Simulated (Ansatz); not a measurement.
Start from `F[SiH2]OC[SiH3]` and change one atom or group to get `F[SiH2]OP`.

Ansatz, PBE0-D4/def2-TZVP geometries, multiplicity 1. Each molecule was computed in one conformer, which needn't be the lowest.

```
                                          property  `F[SiH2]OC[SiH3]`
                HOMO energy (PBE0/def2-TZVPP) / eV              -8.51
               HOMO energy (B3LYP/def2-TZVPP) / eV              -8.29
             HOMO energy (ωB97M-V/def2-TZVPP) / eV             -10.82
size of the dipole moment (ωB97M-V/def2-TZVPP) / D               1.24
               HOMO–LUMO gap (PBE/def2-TZVPP) / eV               6.61
             LUMO energy (ωB97M-V/def2-TZVPP) / eV               1.94
```

(1) Give the same properties after the change, and the shifts. (An estimate is asked.)

## Answers

(1) The calculation gave: 
| property | `F[SiH2]OP` | shift |
| --- | --- | --- |
| HOMO energy (PBE0/def2-TZVPP) / eV | -7.47 | 1.04 |
| HOMO energy (B3LYP/def2-TZVPP) / eV | -7.28 | 1.01 |
| HOMO energy (ωB97M-V/def2-TZVPP) / eV | -9.71 | 1.11 |
| size of the dipole moment (ωB97M-V/def2-TZVPP) / D | 1.23 | -0.01 |
| HOMO–LUMO gap (PBE/def2-TZVPP) / eV | 4.76 | -1.85 |
| LUMO energy (ωB97M-V/def2-TZVPP) / eV | 1.39 | -0.55 |

With PBE0 the HOMO rises by 1.04 eV and the LUMO falls by 0.90 eV, so the gap narrows by about 1.94 eV. PBE moves the HOMO by 0.85 eV and ωB97M-V by 1.11 eV. Dipoles are sizes alone; their direction can turn.

B3LYP here is the variant with VWN-RPA as its local correlation; programs differ in this.
